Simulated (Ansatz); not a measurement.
AlH8NSSi2, SMILES `[SiH3][N]([SiH3])[AlH][SH]` at its PBE0-D4/def2-TZVP geometry, where that method's forces vanish. Total charge 0; spin multiplicity 1.

| atom | x (Å) | y (Å) | z (Å) |
| --- | --- | --- | --- |
| Si1 | -0.4210 | 1.1717 | -0.9302 |
| N2 | -0.0691 | -0.1006 | 0.1969 |
| Si3 | -1.1562 | -0.2831 | 1.5409 |
| Al4 | 1.3662 | -1.1628 | 0.0391 |
| S5 | 2.6811 | -0.9641 | -1.6900 |
| H6 | 0.5327 | 2.3061 | -0.7999 |
| H7 | -0.3441 | 0.6768 | -2.3325 |
| H8 | -1.7980 | 1.6731 | -0.6730 |
| H9 | -1.2646 | 0.9819 | 2.3177 |
| H10 | -0.6313 | -1.3544 | 2.4274 |
| H11 | -2.5217 | -0.6559 | 1.0833 |
| H12 | 1.7123 | -2.2360 | 1.1342 |
| H13 | 1.9139 | -0.0528 | -2.3139 |

Q: For each bond, give half the difference of the two atoms' forces along it (eV/Å; positive pushes the atoms apart) under PBE-D4, r2SCAN-D4, B3LYP-D4, ωB97M-V in def2-TZVPP. (Best estimate.)

A: Ansatz gave: 
| bond | length (Å) | PBE-D4 | r2SCAN-D4 | B3LYP-D4 | ωB97M-V |
| --- | --- | --- | --- | --- | --- |
| Si1–N2 | 1.736 | 0.12 | 0.05 | 0.13 | 0.13 |
| Si1–H6 | 1.488 | 0.03 | -0.03 | -0.09 | -0.13 |
| Si1–H7 | 1.489 | 0.04 | -0.03 | -0.11 | -0.13 |
| Si1–H8 | 1.488 | 0.06 | -0.03 | -0.09 | -0.12 |
| N2–Si3 | 1.738 | 0.11 | 0.04 | 0.11 | 0.11 |
| N2–Al4 | 1.793 | 0.05 | 0.03 | 0.04 | 0.07 |
| Si3–H9 | 1.488 | 0.04 | -0.03 | -0.08 | -0.12 |
| Si3–H10 | 1.486 | 0.05 | -0.04 | -0.11 | -0.12 |
| Si3–H11 | 1.488 | 0.04 | -0.03 | -0.08 | -0.13 |
| Al4–S5 | 2.181 | 0.08 | 0.02 | 0.10 | 0.03 |
| Al4–H12 | 1.572 | -0.01 | -0.05 | -0.16 | -0.18 |
| S5–H13 | 1.345 | 0.26 | 0.01 | -0.03 | -0.09 |

B3LYP here is the variant with VWN-RPA as its local correlation; programs differ in this.
